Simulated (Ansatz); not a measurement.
Geometry optimisation, RKS PBE/def2-SVP in Ansatz 0.2.0.

input.yaml

```yaml
crystal:
  periodic: [false, false, false]
  atoms:
    - { symbol: Ge, position_ang: [0.0, 0.0, 0.0] }
    - { symbol: O, position_ang: [1.1168, 0.0, 1.6228] }
    - { symbol: H, position_ang: [0.2072, -0.2814, 1.96] }
    - { symbol: H, position_ang: [1.7092, 0.0, 0.376] }
    - { symbol: H, position_ang: [-0.73, 1.2648, -0.5162] }
    - { symbol: Cl, position_ang: [-1.0456, -1.8115, -0.7393] }
basis:
  gaussian: { orbitals: def2-SVP }
hamiltonian:
  xc: pbe
relax:
  f_tol: 0.15
  max_steps: 25
  restrain:
    - { distance: [1, 3], at: 2.21, k: 30.0 }
    - { distance: [0, 1], at: 1.77, k: 30.0 }
    - { distance: [0, 3], at: 1.55, k: 30.0 }
```

Command:

```bash
$ ansatz run input.yaml --threads 1 --pin off --max-ram 2048MiB --backend cpu --events-out ev --progress --plain --runs-dir out
```

Q: Where does it end, and by what steps?

A: The forces met the threshold. The restraints hold the end off the free minimum. After 7 steps the energy has fallen by 4.028 eV (the restraints' own energy left out); H4 moved furthest, 0.68 Å.

```json
{"step": "0", "energy less start (eV)": "0.0000", "largest force component (eV/Å)": "4.016", "accepted": "yes"}
{"step": "1", "energy less start (eV)": "-1.5906", "largest force component (eV/Å)": "2.951", "accepted": "yes"}
{"step": "2", "energy less start (eV)": "-2.5925", "largest force component (eV/Å)": "3.015", "accepted": "yes"}
{"step": "3", "energy less start (eV)": "-3.6629", "largest force component (eV/Å)": "1.674", "accepted": "yes"}
{"step": "4", "energy less start (eV)": "-3.9433", "largest force component (eV/Å)": "2.632", "accepted": "yes"}
{"step": "5", "energy less start (eV)": "-4.0138", "largest force component (eV/Å)": "1.059", "accepted": "yes"}
{"step": "6", "energy less start (eV)": "-4.0277", "largest force component (eV/Å)": "1.055", "accepted": "yes"}
{"step": "7", "energy less start (eV)": "-4.0279", "largest force component (eV/Å)": "1.172", "accepted": "yes"}
```

```xyz
6
Properties=species:S:1:pos:R:3
Ge 0.249 0.002 0.006
O 0.733 -0.137 1.703
H 0.001 -0.145 2.355
H 1.748 -0.022 -0.306
H -0.638 1.223 -0.343
Cl -0.835 -1.750 -0.712
```

Run time: 10 s on 1 thread of Intel(R) Xeon(R) 6975P-C (Granite Rapids), on a shared host, peak memory 0.15 GiB.
